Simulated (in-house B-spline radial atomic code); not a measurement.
Hg IV (Hg3+) is squeezed into an impenetrable sphere of radius R (the orbitals vanish at R). Computed with a radial B-spline atomic code at the basis-set limit: Dirac-Kohn-Sham LDA VWN5, spherical fractional occupations, Fermi nucleus of rms radius 5.4648 fm.

Energies in eV above the free ion in [Xe] 4f14 5d9:

```csv
R (bohr),highest level (eV),[Xe] 4f14 5d9,[Kr] 4d10 4f14 5s2 5p5 5d9 5f1,[Kr] 4d9 4f14 5s2 5p6 5d9 5f1
7.96,-41.9,0,95.32,382.1
6.09,-41.9,0.001459,95.99,382.8
5.03,-41.9,0.03396,97.38,384.2
4.51,-41.8,0.1518,98.79,385.5
3.87,-41.2,0.913,102.2,388.9
2.8,-35.3,16.84,128.6,414
2.64,-32.8,26.13,141,425.7
2.17,-17.4,99.3,228.8,510.2
1.66,36.8,488,653.4,930.5
1.31,158,1687,1902,2197
```

Q: Does [Kr] 4d10 4f14 5s2 5p5 5d9 5f1 fall below [Xe] 4f14 5d9 under compression?

A: No, it stays above over the whole range.

Q: Does [Kr] 4d9 4f14 5s2 5p6 5d9 5f1 fall below [Xe] 4f14 5d9 under compression?

A: No, it stays above over the whole range.

The highest level is first positive in the row R = 1.66 bohr, pushed up by confinement above the zero of the free ion's potential. Each configuration is held fixed and needn't be the lowest in the sphere.
